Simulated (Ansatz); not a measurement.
Cost and result up the ladder for SiEt3(NCO) (C7H15NOSi) (25 atoms). Charge 0, multiplicity 1. Geometry: PBE-D4/def2-SVP.

```csv
atom,x (Å),y (Å),z (Å)
Si1,0.0549,-0.0711,0.0207
C2,1.3519,0.5385,1.2567
C3,0.7815,1.1446,2.5465
H4,1.9921,1.2803,0.7306
H5,2.0200,-0.3221,1.4866
H6,1.5827,1.5150,3.2187
H7,0.1109,2.0006,2.3269
H8,0.1879,0.4051,3.1228
C9,-1.0510,-1.4097,0.7736
C10,-2.2133,-1.8664,-0.1189
H11,-1.4371,-1.0200,1.7411
H12,-0.3949,-2.2693,1.0389
H13,-2.8467,-2.6263,0.3835
H14,-2.8698,-1.0148,-0.3919
H15,-1.8525,-2.3167,-1.0668
C16,0.8508,-0.6510,-1.5953
C17,1.6481,0.4239,-2.3467
H18,0.0401,-1.0537,-2.2416
H19,1.4984,-1.5232,-1.3507
H20,2.0677,0.0399,-3.2993
H21,1.0103,1.2973,-2.5936
H22,2.5003,0.8019,-1.7446
N23,-0.9766,1.2945,-0.3670
C24,-1.6818,2.2383,-0.6340
O25,-2.3741,3.1646,-0.8961
```

Ansatz on 2 threads of AMD EPYC 7R13 on a shared host and a share (18 GiB) of an NVIDIA H100 80GB HBM3. Times are rough, and most runs start from the orbitals of an earlier one. PBE0-D4/def2-TZVP serves as the yardstick here, not as an exact answer. Differences are given only for rows in sets of like size (and for xTB, whose basis is part of the method), since another set adds its own error. Binding counts from free atoms at the same level (Si triplet, C triplet, H doublet, N quartet, O triplet; other spins of the atoms weren't run), without zero-point energy or a counterpoise term.

B3LYP takes the VWN-RPA correlation. Correlated methods freeze 14 core orbitals. Single mean-field runs in def2-TZVP are fitted with def2-universal-jkfit.

Correlated methods converge slowly with the basis.

```csv
level,functions,wall time,binding energy per atom (eV),difference from PBE0-D4/def2-TZVP (eV)
PBE-D4/def2-TZVP (with forces),406,8 s,4.36,0.07
BHLYP-D4/def2-TZVP,406,8 s,4.15,-0.14
PBE-D4/def2-SVP,219,8 s,4.40,–
r2SCANh-D4/def2-TZVP,406,8.5 s,4.25,-0.04
r2SCAN-D4/def2-TZVP (with forces),406,9.5 s,4.27,-0.01
PBE0-D4/def2-SVP,219,9.5 s,4.33,–
HF/6-31G,124,9.5 s,2.91,–
B3LYP-D4/6-31G,124,9.5 s,4.13,–
PBE0-D4/def2-TZVP,406,11 s,4.29,0.00
CCSD(T)/def2-TZVP,406,26 s,4.12,-0.17
```
